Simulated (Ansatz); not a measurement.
Hg3H12Se3, 18 atoms. Hardware: 4 threads of AMD EPYC 9B14 on a shared host.

In the def2 sets Hg takes a core potential; there is no spin–orbit coupling. Correlated methods freeze 27 core orbitals; core or outer-core shells of Hg, Se are correlated, in sets that lack core-valence functions.

Question: How many basis functions does each of these Ansatz runs have, and roughly what does it cost? MP2/def2-SVP, charge 0 singlet, energy, from earlier orbitals; B3LYP-D4/def2-TZVP, charge 0 singlet, energy, from earlier orbitals; BHLYP-D4/def2-TZVP, charge 0 singlet, energy, from earlier orbitals; PBE-D4/def2-TZVP, charge 0 singlet, energy and forces, from earlier orbitals; r2SCANh-D4/def2-TZVP, charge 0 singlet, energy, from earlier orbitals; PBE-D4/def2-SVP, charge 0 singlet, energy, from earlier orbitals; RPA@PBE/def2-SVP, charge 0 singlet, energy, from earlier orbitals; PBE-D4/def2-SVP, charge 0 singlet, relaxation, 6 steps; r2SCAN-D4/def2-TZVP, charge 0 singlet, energy, from earlier orbitals; PBE0-D4/def2-SVP, charge 0 singlet, energy, from earlier orbitals; PBE0-D4/def2-TZVP, charge 0 singlet, energy, from earlier orbitals.

Answer: Other jobs shared the machine, so times can vary by a factor of up to 3. A dash marks memory too small to be measured apart from the calling script's.

```json
{"run": "PBE-D4/def2-SVP, charge 0 singlet, energy, from earlier orbitals", "functions": "252", "fitting or Cholesky vectors": "2673", "wall time": "3.2 s", "peak host memory (GiB)": "–"}
{"run": "PBE-D4/def2-TZVP, charge 0 singlet, energy and forces, from earlier orbitals", "functions": "345", "fitting or Cholesky vectors": "2859", "wall time": "6 s", "peak host memory (GiB)": "0.8"}
{"run": "PBE0-D4/def2-SVP, charge 0 singlet, energy, from earlier orbitals", "functions": "252", "fitting or Cholesky vectors": "2519", "wall time": "7 s", "peak host memory (GiB)": "1.1"}
{"run": "MP2/def2-SVP, charge 0 singlet, energy, from earlier orbitals", "functions": "252", "fitting or Cholesky vectors": "2519", "wall time": "9 s", "peak host memory (GiB)": "1.1"}
{"run": "r2SCAN-D4/def2-TZVP, charge 0 singlet, energy, from earlier orbitals", "functions": "345", "fitting or Cholesky vectors": "2859", "wall time": "11 s", "peak host memory (GiB)": "0.87"}
{"run": "RPA@PBE/def2-SVP, charge 0 singlet, energy, from earlier orbitals", "functions": "252", "fitting or Cholesky vectors": "2519", "wall time": "12 s", "peak host memory (GiB)": "1"}
{"run": "B3LYP-D4/def2-TZVP, charge 0 singlet, energy, from earlier orbitals", "functions": "345", "fitting or Cholesky vectors": "2685", "wall time": "13 s", "peak host memory (GiB)": "1.6"}
{"run": "BHLYP-D4/def2-TZVP, charge 0 singlet, energy, from earlier orbitals", "functions": "345", "fitting or Cholesky vectors": "2685", "wall time": "13 s", "peak host memory (GiB)": "1.6"}
{"run": "PBE0-D4/def2-TZVP, charge 0 singlet, energy, from earlier orbitals", "functions": "345", "fitting or Cholesky vectors": "2685", "wall time": "14 s", "peak host memory (GiB)": "1.6"}
{"run": "PBE-D4/def2-SVP, charge 0 singlet, relaxation, 6 steps", "functions": "252", "fitting or Cholesky vectors": "2673", "wall time": "18 s", "peak host memory (GiB)": "–"}
{"run": "r2SCANh-D4/def2-TZVP, charge 0 singlet, energy, from earlier orbitals", "functions": "345", "fitting or Cholesky vectors": "2685", "wall time": "18 s", "peak host memory (GiB)": "1.7"}
```
